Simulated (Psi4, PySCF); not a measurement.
Al2 (SMILES [Al][Al]), triplet, at a GFN2-xTB geometry (such geometries of metal compounds can be far from the true shape) (in this run its highest filled SCF level lies above zero, so its values depend strongly on the basis, on diffuse functions most of all), atoms displaced at random by about 0.03 Å a coordinate. Base run: TPSS/STO-3G, gradient (PySCF).

Input for PySCF:
```python
from pyscf import gto, scf, dft

mol = gto.Mole()
mol.atom = '''
    Al    0.03302834   -0.06172575   -1.27698753
    Al   -0.01141696   -0.00076285    1.22028714
'''
mol.basis = 'sto-3g'
mol.spin = 2
mol.verbose = 4
mol.build()

mf = dft.UKS(mol)
mf.xc = 'tpss'
mf.kernel()
g = mf.nuc_grad_method()
grad = g.kernel()
```

Programs used: Psi4, PySCF; a row that names a program was run with it.

The coordinate followed is x of atom 1.

The base run was repeated with changes; each row names its change, and settings that it needs were set with it.

```csv
change,dE/dx (Eh/bohr),net force (Eh/bohr)
base,0.000340,0.000000
grids.level = 0; grid_response = off,0.000345,0.000000
density fitting = on,0.000340,0.000000
finite difference step (bohr) = 0.2; conv_tol = 1e-11,0.000342,-
finite difference step (bohr) = 1e-4; conv_tol = 1e-11,0.000339,-
finite difference step (bohr) = 1e-5; conv_tol = 1e-11,0.000339,-
code = psi4,0.000334,0.000000
grids.level = 5; grid_response = off,0.000333,0.000000
grid_response = on,0.000339,0.000000
density fitting = on; auxbasis_response = off,0.000343,0.000000
conv_tol = 1e-4,0.000341,0.000000
finite difference step (bohr) = 0.05; conv_tol = 1e-11,0.000339,-
```

The net force is zero for an exact gradient.

Open shells are given as the SCF converged; they aren't shown to be the lowest states, and a large step between rows can be another state.
